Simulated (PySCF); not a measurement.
# Potential energy of LiI along the bond

Set-up: PySCF, scalar-relativistic core potentials, basis sets Li def2-TZVPP, I def2-TZVPP with ECP28. Energies in eV from Li + I in their ground configurations at the same level. State: ¹Σ⁺ (singlet), closed shell.

All columns are r²SCAN. A positive dipole means Li(−)I(+).

```
R (Å)  E (eV)   μ (D)  Mulliken charge on Li (basis-dependent)  HOMO (eV)  LUMO (eV)  Mayer bond order  ⟨S²⟩
2.060  -3.237   -6.05                                     0.64      -5.92      -1.08              0.69  0.00
2.155  -3.524   -6.40                                     0.64      -5.79      -1.11              0.69  0.00
2.251  -3.687   -6.76                                     0.64      -5.68      -1.14              0.68  0.00
2.323  -3.748   -7.04                                     0.64      -5.59      -1.18              0.68  0.00
2.395  -3.769   -7.33                                     0.64      -5.51      -1.22              0.68  0.00
2.467  -3.758   -7.62                                     0.64      -5.43      -1.26              0.68  0.00
2.563  -3.707   -8.02                                     0.64      -5.33      -1.33              0.68  0.00
2.682  -3.600   -8.53                                     0.63      -5.21      -1.44              0.67  0.00
2.826  -3.433   -9.16                                     0.63      -5.08      -1.58              0.67  0.00
3.018  -3.177  -10.02                                     0.63      -4.91      -1.76              0.66  0.00
```

A fit through these points gives, at Re = 2.404 Å, μ = -7.36 D and dμ/dR = -4.06 D/Å; the reduced mass is 6.648 u.

Problem. How strong is the fundamental in the double-harmonic approximation, I = 42.26·(dμ/dR)²/μred km/mol?

Solution. I = 42.26·(-4.06)²/6.648 = 105 km/mol at r²SCAN.

Spin–orbit coupling is left out, which matters for elements this heavy, above all for dissociation energies.
